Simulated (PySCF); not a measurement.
Molfile (atoms numbered from 1):
```
C5H4ClFO3
     RDKit          3D

 14 14  0  0  0  0  0  0  0  0999 V2000
    3.2045    1.5295   -0.6246 O   0  0  0  0  0  0  0  0  0  0  0  0
    2.3488    0.7789   -0.2984 C   0  0  0  0  0  0  0  0  0  0  0  0
    2.4390   -0.1660    0.6654 O   0  0  0  0  0  0  0  0  0  0  0  0
    1.2359   -0.8060    0.7277 C   0  0  0  0  0  0  0  0  0  0  0  0
    0.4226   -0.2721   -0.1902 C   0  0  0  0  0  0  0  0  0  0  0  0
   -0.9984   -0.5363   -0.5619 C   0  0  1  0  0  0  0  0  0  0  0  0
   -1.3291   -1.8093   -0.1723 F   0  0  0  0  0  0  0  0  0  0  0  0
   -1.9580    0.4683    0.0782 C   0  0  0  0  0  0  0  0  0  0  0  0
   -1.6776    0.5860    1.8357 Cl  0  0  0  0  0  0  0  0  0  0  0  0
    1.1013    0.7242   -0.8422 O   0  0  0  0  0  0  0  0  0  0  0  0
    1.1082   -1.5960    1.4369 H   0  0  0  0  0  0  0  0  0  0  0  0
   -1.1110   -0.4996   -1.6549 H   0  0  0  0  0  0  0  0  0  0  0  0
   -1.8002    1.4563   -0.3520 H   0  0  0  0  0  0  0  0  0  0  0  0
   -2.9868    0.1417   -0.0697 H   0  0  0  0  0  0  0  0  0  0  0  0
  1  2  2  0
  2  3  1  0
  3  4  1  0
  4  5  2  0
  5  6  1  0
  6  7  1  0
  6  8  1  0
  8  9  1  0
  5 10  1  0
 10  2  1  0
  4 11  1  0
  6 12  1  6
  8 13  1  0
  8 14  1  0
M  END
```

Geometry: GFN2-xTB; GIAO absolute shieldings from PySCF 2.14.0 with density-fitted response routines, gas phase, non-relativistic, averaged over equivalent atoms.

At PW91/6-31G* (152 basis functions, 38 s wall time on 1 thread of an Arm Neoverse V1, shared host):
```json
{"atoms": "O1", "σ (ppm)": "78.7"}
{"atoms": "O3", "σ (ppm)": "122.2"}
{"atoms": "O10", "σ (ppm)": "124.2"}
{"atoms": "C2", "σ (ppm)": "53.5"}
{"atoms": "C5", "σ (ppm)": "59.4"}
{"atoms": "C4", "σ (ppm)": "67.6"}
{"atoms": "C6", "σ (ppm)": "105.4"}
{"atoms": "C8", "σ (ppm)": "140.9"}
{"atoms": "F7", "σ (ppm)": "392.7"}
{"atoms": "Cl9", "σ (ppm)": "879.4"}
{"atoms": "H11", "σ (ppm)": "25.56"}
{"atoms": "H12", "σ (ppm)": "26.47"}
{"atoms": "H14", "σ (ppm)": "28.33"}
{"atoms": "H13", "σ (ppm)": "28.69"}
```

**Question.** Predict the values at HSE06/pcSseg-1 on the same geometry.

**Answer.** 
```
atoms  σ at HSE06/pcSseg-1  change
   O1                 35.1   -43.6
   O3                106.5   -15.7
  O10                107.5   -16.7
   C2                 29.0   -24.5
   C5                 40.3   -19.1
   C4                 47.1   -20.5
   C6                 96.0    -9.4
   C8                132.7    -8.2
   F7                397.3    +4.6
  Cl9                889.7   +10.3
  H11                24.48   -1.08
  H12                25.84   -0.63
  H14                27.54   -0.79
  H13                27.98   -0.71
```

The largest change is at O1 (carbonyl oxygen). Cost: 197 basis functions, 72 s wall time on 1 thread of an Arm Neoverse V1, shared host. The order of the carbon signals is the same at both levels.

Carbons that carry Cl, above all several Cl atoms, come out too deshielded, partly because spin–orbit coupling is missing.
